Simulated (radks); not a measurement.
The numbers below are computed, except where a source is named.
Species: the rubidium ion Rb0.5+. Configuration: [Kr] 5s(up 0.5, down 0) (fractional occupations, a model configuration). Code: a radial shooting solver on a logarithmic mesh with Libxc functionals. Model: scalar-relativistic Kohn-Sham, r2SCAN, spin-polarised, spherical densities, finite nucleus; meta-GGA in the generalised Kohn-Sham scheme; Fermi nuclear charge, rms radius 4.2036 fm.

X-ray form factor f0, the Fourier transform of the density (f0(0) = 36.5):

sin(theta)/lambda (1/angstrom),f0 (electrons)
0.05,35.732
0.1,33.932
0.15,31.721
0.2,29.392
0.25,27.161
0.3,25.161
0.4,21.919
0.5,19.366
0.6,17.142
0.8,13.262
1,10.272
1.25,7.881
1.5,6.560
2,5.192
